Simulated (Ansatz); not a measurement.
HOS, SMILES [O]S, multiplicity 2.

Coordinates come from a r2SCAN-D4/def2-TZVPD optimisation.

Two levels are set side by side: PBE/def2-TZVPD (Ansatz, a quantum-chemistry and plane-wave program) and CAM-B3LYP/def2-TZVPD (Ansatz). Energy differences of separate SCF runs at the same geometry; the states with an electron removed or added have multiplicity 1 and 1. Differences are taken from unrounded values.

```csv
quantity,CAM-B3LYP
vertical ionisation energy (eV),10.42
vertical electron affinity (eV),1.15
```

**Question.** What does PBE give, and how far is it from CAM-B3LYP? (The exact figures need the calculation; the answer reports its results.)

**Answer.** 
| quantity | PBE | PBE minus CAM-B3LYP |
|---|---|---|
| vertical ionisation energy (eV) | 10.13 | -0.29 |
| vertical electron affinity (eV) | 1.05 | -0.10 |
